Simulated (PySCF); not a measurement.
States of one metal complex from SC-NEVPT2 in the d shell, PySCF, above the ground state:

```json
{"2S+1": "3", "degeneracy": "1", "energy / cm⁻¹": "0", "f (electric dipole)": "–"}
{"2S+1": "3", "degeneracy": "1", "energy / cm⁻¹": "1438", "f (electric dipole)": "0"}
{"2S+1": "3", "degeneracy": "1", "energy / cm⁻¹": "1442", "f (electric dipole)": "0"}
{"2S+1": "3", "degeneracy": "1", "energy / cm⁻¹": "3249", "f (electric dipole)": "0"}
{"2S+1": "3", "degeneracy": "1", "energy / cm⁻¹": "3268", "f (electric dipole)": "0"}
{"2S+1": "3", "degeneracy": "1", "energy / cm⁻¹": "4324", "f (electric dipole)": "0"}
{"2S+1": "3", "degeneracy": "1", "energy / cm⁻¹": "5319", "f (electric dipole)": "0"}
{"2S+1": "1", "degeneracy": "1", "energy / cm⁻¹": "13272", "f (electric dipole)": "–"}
{"2S+1": "1", "degeneracy": "1", "energy / cm⁻¹": "14713", "f (electric dipole)": "–"}
{"2S+1": "1", "degeneracy": "1", "energy / cm⁻¹": "14954", "f (electric dipole)": "–"}
{"2S+1": "3", "degeneracy": "1", "energy / cm⁻¹": "15250", "f (electric dipole)": "0"}
{"2S+1": "1", "degeneracy": "1", "energy / cm⁻¹": "15971", "f (electric dipole)": "–"}
```

Q: Which of these complexes, all computed at model or optimised geometries, gave the data?
A. [Ni(H2O)6]2+ (d8, octahedral)
B. Ni(SH)2 (d8, linear)
C. [NiI4]2- (d8, tetrahedral)
D. [Ti(H2O)6]2+ (d2, octahedral)

A: B. Ni(SH)2 (d8, linear) has 3Bg, then 3Ag at 1438, 3Bg at 1442 cm⁻¹ (NEVPT2). The others: [Ni(H2O)6]2+ (d8, octahedral) has 3Ag, then 3Tg at 8555, 3Tg at 14564 cm⁻¹ (NEVPT2); [NiI4]2- (d8, tetrahedral) has 3T1, then 3T2 at 2393, 3A2 at 5253 cm⁻¹ (NEVPT2); [Ti(H2O)6]2+ (d2, octahedral) has 3Tg, then 1Tg at 9785, 1Eg at 10045 cm⁻¹ (NEVPT2).

On Ni(SH)2: No frequencies were computed for the optimised geometry. NEVPT2 lifts 3Ag from 2720 to 5319 cm⁻¹; on the d shell alone such lifts tend to overshoot.
